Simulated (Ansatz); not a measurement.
Program: Ansatz. Geometries: PBE0-D4/def2-TZVP. ΔE: electronic, gas phase. CCSD(T)/CBS is the MP2 limit (def2-TZVPP, def2-QZVPP) plus CCSD(T) − MP2 in def2-TZVPP, frozen cores. DFT in def2-TZVPP. B3LYP here is the variant with VWN-RPA as its local correlation; programs differ in this. One conformer a species, not always the lowest.

`FBC[SiH3]` + `C[SiH](O)O[SiH](O)O` → `OBC[SiH3]` + `C[Si@H](O)O[Si@@H](O)F`  (redistribution)

```json
{"level": "PBE-D4", "ΔE (kcal/mol)": "-9.5", "difference from CCSD(T)/CBS": "-0.2"}
{"level": "r2SCAN-D4", "ΔE (kcal/mol)": "-9.0", "difference from CCSD(T)/CBS": "0.3"}
{"level": "PBE0-D4", "ΔE (kcal/mol)": "-9.2", "difference from CCSD(T)/CBS": "0.1"}
{"level": "ωB97X-V", "ΔE (kcal/mol)": "-9.0", "difference from CCSD(T)/CBS": "0.3"}
{"level": "PBE", "ΔE (kcal/mol)": "-9.4", "difference from CCSD(T)/CBS": "-0.1"}
{"level": "r2SCAN", "ΔE (kcal/mol)": "-9.0", "difference from CCSD(T)/CBS": "0.3"}
{"level": "B3LYP", "ΔE (kcal/mol)": "-8.9", "difference from CCSD(T)/CBS": "0.4"}
{"level": "HF/def2-TZVPP", "ΔE (kcal/mol)": "-7.7", "difference from CCSD(T)/CBS": "1.6"}
{"level": "SCS-MP2/def2-TZVPP", "ΔE (kcal/mol)": "-9.1", "difference from CCSD(T)/CBS": "0.2"}
{"level": "CCSD/def2-TZVPP", "ΔE (kcal/mol)": "-8.9", "difference from CCSD(T)/CBS": "0.4"}
{"level": "CCSD(T)/def2-TZVPP", "ΔE (kcal/mol)": "-9.1", "difference from CCSD(T)/CBS": "0.2"}
{"level": "HF/def2-QZVPP", "ΔE (kcal/mol)": "-7.9", "difference from CCSD(T)/CBS": "1.4"}
{"level": "MP2/def2-QZVPP", "ΔE (kcal/mol)": "-9.5", "difference from CCSD(T)/CBS": "-0.2"}
{"level": "SCS-MP2/def2-QZVPP", "ΔE (kcal/mol)": "-9.3", "difference from CCSD(T)/CBS": "0.0"}
{"level": "MP2/CBS(def2)", "ΔE (kcal/mol)": "-9.5", "difference from CCSD(T)/CBS": "-0.2"}
{"level": "CCSD/CBS(def2)", "ΔE (kcal/mol)": "-9.2", "difference from CCSD(T)/CBS": "0.1"}
{"level": "CCSD(T)/CBS", "ΔE (kcal/mol)": "-9.3", "difference from CCSD(T)/CBS": "0"}
```

Largest T1 diagnostic among the species: 0.012.

In def2-TZVPP, CCSD(T) changes the Hartree–Fock value by −1.4 kcal/mol (the triples alone add −0.2 kcal/mol) and MP2 by −1.6 kcal/mol.
